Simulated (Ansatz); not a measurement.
Species: COOs, net charge 0, triplet state. The spin state was set by rule; other spins were not relaxed. 
Coordinates optimised at B3LYP-D3(BJ)/def2-TZVP (Ansatz, an electronic-structure program):
SMILES: [O+]#[C-]->[Os]
```xyz
3

Os     0.0000     0.0000    -0.3811
O      0.0000     0.0000     2.5653
C      0.0000     0.0000     1.4075
```
Charge 0, spin multiplicity 3.

Basis-set convergence of Hartree-Fock and MP2 correlation energies (hartree) with Ansatz. Correlated levels leave the core frozen unless marked. Open shells are spin-unrestricted. No spin-orbit coupling. Frozen are the shells of the preceding noble gas and the d and f shells that filled before the atom's block. In def2 rows, elements after Kr have scalar-relativistic effective core potentials.

The UHF reference is spin-contaminated (<S^2> 0.39 over the pure value in the largest basis). The T1 diagnostic of CCSD in the largest basis is 0.065, which is high, so the coupled-cluster rows are less sure than usual.

```json
[
 {"basis": "def2-SVPD", "functions": "78", "E(HF)": "-202.46166", "E(corr, MP2)": "-0.51970"},
 {"basis": "def2-TZVPPD", "functions": "136", "E(HF)": "…", "E(corr, MP2)": "…"}
]
```

What belongs in the gaps?


- def2-TZVPPD, E(HF): -202.60532
- def2-TZVPPD, E(corr, MP2): -0.63108
